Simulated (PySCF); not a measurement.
Radial density of B (boron, neutral)

PBE, [He] 2s2 2p1, 2P determinant. Computed with PySCF 2.14 in x2c-TZVPall, with scalar relativity by spin-free X2C-1e.

| r (bohr) | 4πr²ρ (e/bohr) | 4πr²(ρα − ρβ) |
| --- | --- | --- |
| 0.00489 | 0.02103 | 0.0000 |
| 0.00823 | 0.05751 | 0.0000 |
| 0.0138 | 0.1524 | -0.0001 |
| 0.0233 | 0.3912 | -0.0001 |
| 0.0392 | 0.9420 | -0.0003 |
| 0.0659 | 2.044 | -0.0004 |
| 0.111 | 3.715 | 0.0003 |
| 0.186 | 5.050 | 0.0058 |
| 0.313 | 4.273 | 0.0287 |
| 0.527 | 1.793 | 0.1064 |
| 0.887 | 0.9943 | 0.2782 |
| 1.49 | 1.480 | 0.4161 |
| 2.51 | 0.8453 | 0.2755 |
| 4.22 | 0.1313 | 0.0653 |
| 7.10 | 0.003651 | 0.0029 |

Densities and radii are taken from the X2C orbitals without a picture-change correction, which distorts them close to the nucleus.
